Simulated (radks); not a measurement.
Results of a calculation; reference values are marked as such.
Spherical jellium clusters: N electrons in a uniform positive sphere of charge N and radius rs N^(1/3), rs = 5.5 bohr. Level of theory: non-relativistic Kohn-Sham, LDA (Slater exchange, Perdew-Wang correlation), spin-polarised, spherical densities (a radial shooting solver with Libxc functionals). Levels are named by radial order and angular momentum (1s, 1p, 1d, 2s, ...), and open shells are averaged over m.

N = 15, configuration 1s2 1p6 1d(up 5, down 2). This is the lowest configuration that the search found. Occupied and some empty levels:

level    occupation  eigenvalue (eV)  <r> (bohr)
1s up             1          -3.5114       8.562
1s down           1          -3.3701       8.276
1p up             3          -3.0320       10.01
1p down           3          -2.8568       9.968
1d up             5          -2.4112       11.03
1d down           2          -2.2302       11.10
2s up             0          -2.0593       8.883
2s down           0          -1.9830       9.057
1f up             0          -1.6765       11.94
1f down           0          -1.5040       12.08
2p up             0          -1.2186       11.04
2p down           0          -1.1309       11.15

Energy (eV): total -26.3631, kinetic 15.139, external -538.98, Hartree 268.72, exchange-correlation -42.075, background 270.83.
